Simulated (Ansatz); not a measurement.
Cost and result for the atomization energy of C3H4Si (8 atoms, 9 bonds).

```xyz
8

C    -0.8315   -0.6451    0.1621
C    -0.8992    0.3896    0.9853
Si    0.6505    0.5049   -0.1270
C    -0.0631   -1.1360   -0.7978
H    -1.0139    0.3780    2.0600
H     0.6172    1.5710   -1.1465
H     1.8942    0.3783    0.6569
H    -0.3542   -1.4407   -1.7930
```

Total charge 0; spin multiplicity 1. The bonds changed during the relaxation, so this is another structure than the one it started from. All single points use the PBE0-D4/def2-TZVP geometry. Program: Ansatz. All runs use 2 threads of an AMD EPYC 9B14 on a shared host. Times are those of one run each, without the atoms' runs, and a repeat can differ threefold. Electronic energies, without spin–orbit coupling; frozen cores. CCSD(T)/CBS adds CCSD(T) − MP2 in def2-TZVPP to the MP2 limit, and its time is that of the two runs behind it. T1 = 0.016. B3LYP takes the VWN-RPA correlation (the form of Gaussian; ORCA's B3LYP/G).

CCSD(T)/CBS is a level of theory with its own doubt, some kJ/mol a heavy atom from the limit and from the frozen cores, so smaller differences don't rank the functionals.

```
                             level  functions  wall time  atomization (kcal/mol)  difference from CCSD(T)/CBS  per bond
                BLYP-D4/def2-TZVPP        191      1.6 s                   740.3                          2.1       0.2
                  CCSD(T)/def2-SVP         80      1.6 s                   695.7                        -42.5      -4.7
   PBE-D4/def2-TZVPP (with forces)        191      1.8 s                   765.4                         27.2       3.0
                PBE0-D4/def2-TZVPP        191      1.8 s                   748.2                         10.0       1.1
 B3LYP-D4/def2-TZVPP (with forces)        191      2.6 s                   738.7                          0.5       0.1
r2SCAN-D4/def2-TZVPP (with forces)        191      2.9 s                   748.1                          9.9       1.1
             r2SCANh-D4/def2-TZVPP        191      2.9 s                   742.1                          3.9       0.4
               PBE-QIDH/def2-TZVPP        191      3.6 s                   740.3                          2.1       0.2
                ωB97X-V/def2-TZVPP        191      4.8 s                   739.4                          1.2       0.1
                 B97M-V/def2-TZVPP        191      4.8 s                   748.6                         10.4       1.2
                    MP2/def2-QZVPP        361       11 s                   749.1                         10.9       1.2
                CCSD(T)/def2-TZVPP        191       28 s                   717.2                        -21.0      -2.3
                 CCSD(T)/CBS(def2)          –       39 s                   738.2                          0.0       0.0
```

In def2-TZVPP, CCSD(T) changes the Hartree–Fock value by +195.1 kcal/mol (the triples alone add +16.6 kcal/mol) and MP2 by +214.4 kcal/mol; breaking electron pairs costs correlation energy, which Hartree–Fock lacks. From BLYP to BHLYP (50 % exact exchange), in def2-TZVPP and without D4, the atomization energy moves by −23.9 kcal/mol: exact exchange takes away binding that semilocal exchange gives to molecules. The D4 term adds +6.4 kcal/mol with B3LYP and +3.3 kcal/mol with PBE0; it sums over pairs of atoms, weighted by their polarisabilities, and B3LYP, whose exchange is more repulsive, gets the larger term.
